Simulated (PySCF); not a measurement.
**Correlation energy of P³⁺ (phosphorus, charge +3)**

[Ne] 3s2, closed-shell 1S. All numbers are calculated (PySCF 2.14, scalar relativity by spin-free X2C-1e, in x2c-TZVPPall with one added diffuse shell each of s, p, d type (6s6p4d1f, 51 functions)). Frozen: 1s2; 10 electrons correlated.

MP2 pair energies summed by pair of shells (mhartree):

```tsv
pair	energy	share (%)
2p-2p	-108.73	55.9
3s-3s	-35.24	18.1
2p-3s	-22.47	11.6
2s-2p	-21.25	10.9
2s-2s	-4.50	2.3
2s-3s	-2.17	1.1
```

Total MP2 correlation energy: -194.36 mhartree.

Same-spin part -48.13 and opposite-spin part -146.24 mhartree; SCS-MP2 scales them by 1/3 and 6/5 to -191.53 mhartree.

MP2 falls well short for the outer s pair, which is nearly degenerate with np².

This basis was not built for core-valence correlation, so the inner-shell part is incomplete.
